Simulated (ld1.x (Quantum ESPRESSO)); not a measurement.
carbon: one change to a TM potential, before and after

```json
{"Element": "carbon", "Generator": "ld1.x (Quantum ESPRESSO) 7.5", "Type": "norm-conserving Troullier–Martins (Kleinman–Bylander form)", "Functional": "BP86", "Relativity": "non-relativistic", "Frozen core": "[He]", "Valence charge": "4", "Reference configuration": "2s2 2p2", "Partial waves": "2p (bound): rc 1.60 bohr; 3d channel at 0.45 Ry: rc 1.50 bohr; 2s (bound): rc 1.25 bohr", "Local potential": "the s channel", "Core correction": "none"}
```

Change: all radii scaled by about 1.28 (s 1.60, p 2.06, d 1.92 bohr).

Cutoffs: the cutoffs (Ry, on a coarse ladder) from which the occupation-weighted sum of valence levels, in a spherical-Bessel basis at the reference potential, stays within 10 and 1 mRy of its value at 400 Ry; they do not see the model core or the augmentation charge, which bear on the density cutoff. Errors are all-electron minus pseudo energies relative to the spin-unpolarised reference configuration.

Question: What does the change do?

Answer: The potential gets softer (40 Ry and 80 Ry → 30 Ry and 50 Ry); of the 7 tests that both files solve, the error grows in 6 and shrinks in 0 by more than 15 % and 0.3 meV (median size 13.0 → 35.3 meV); neither file shows a bound ghost. A larger radius leaves more room for a smooth pseudo-wave, so fewer plane waves are needed. More of the atom is replaced by a form fitted at one configuration, so other configurations suffer.

| quantity | base | changed |
| --- | --- | --- |
| cutoff, loose | 40 Ry | 30 Ry |
| cutoff, tight | 80 Ry | 50 Ry |
| loose cutoff by channel (10 mRy a level) | p 35 Ry, s 30 Ry | p 25 Ry, s 18 Ry |
| bound ghosts | none | none |
| error for 2s2 2p1, meV [ΔE 10.95 eV] | +13 | +40 |
| error for 2s2 2p0, meV [ΔE 35.15 eV] | +148 | +369 |
| error for 2s1 2p0, meV [ΔE 83.40 eV] | +319 | +669 |
| error for 2s2 2p1.5, meV [ΔE 4.01 eV] | +1.7 | +5.8 |
| error for 2s1 2p2, meV [ΔE 19.71 eV] | -4.3 | -32 |
| error for 2s0 2p4, meV [ΔE 16.96 eV] | +36 | +35 |
| error for 2s2 2p2.3, meV [ΔE -1.19 eV] | +0.2 | +0.6 |
